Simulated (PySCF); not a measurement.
# Correlation energy of P²⁺ (phosphorus, charge +2)

[Ne] 3s2 3p1, 2P determinant. Calculation: PySCF 2.14, in def2-TZVPPD (6s5p4d1f, 48 functions); no relativity, point nucleus. Frozen: [Ne]; 3 electrons correlated.

MP2 pair energies summed by pair of shells (mhartree):

```
 pair  energy  share (%)
3s-3s  -25.22       54.8
3s-3p  -20.83       45.2
```

Total MP2 correlation energy: -46.05 mhartree.

Same-spin part -2.88 and opposite-spin part -43.17 mhartree; SCS-MP2 scales them by 1/3 and 6/5 to -52.76 mhartree.
